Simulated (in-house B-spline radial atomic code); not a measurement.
Configurations of neutral phosphorus, with energies counted from [Ne] 3s2 3p3. Computed with an all-electron radial atomic-structure program (B-spline basis): Dirac-Hartree-Fock, average of configuration, Fermi nucleus of rms radius 3.1889 fm. Energies include first-order Breit, QED and recoil terms.

Occupations are held fixed; configurations that lie above the ionisation limit could autoionise.

```tsv
configuration	E - E(ref) (eV)	highest orbital	its <r> (bohr)
[Ne] 3s2 3p2 4s1	5.6331	4s1/2	6.584
[Ne] 3s2 3p2 4f1	7.9798	4f7/2	17.98
[Ne] 3s2 3p2 5d1	8.2526	5d3/2	31.99
[Ne] 3s2 3p2 7s1	8.3069	7s1/2	39.07
[Ne] 3s1 3p4	9.5523	3p3/2	2.355
[Ne] 3s1 3p3 6d1	17.861	6d3/2	47.11
[Ne] 3s1 3p3 6f1	17.888	6f5/2	47.95
```

(1) Order these further configurations by energy, lowest first.
A. [Ne] 3s1 3p3 3d1
B. [Ne] 3s2 3p2 3d1
C. [Ne] 3s2 3p2 7d1
D. [Ne] 3s2 3p2 4d1
E. [Ne] 3s2 3p2 5g1

(2) How far above the reference does [Ne] 3s2 3p2 6d1 lie?

(3) How far above the reference does [Ne] 3s1 3p3 5d1 lie?

(4) How far above the reference does [Ne] 3s2 3p2 7f1 lie?

Answers

(1) B (7.2149 eV), D (7.9207 eV), E (8.2862 eV), C (8.5396 eV), A (16.613 eV).

(2) 8.4321 eV; its least bound orbital is 6d3/2 with <r> = 47.96 bohr.

(3) 17.677 eV; its least bound orbital is 5d3/2 with <r> = 31.27 bohr.

(4) 8.5526 eV; its least bound orbital is 7f5/2 with <r> = 67.46 bohr.
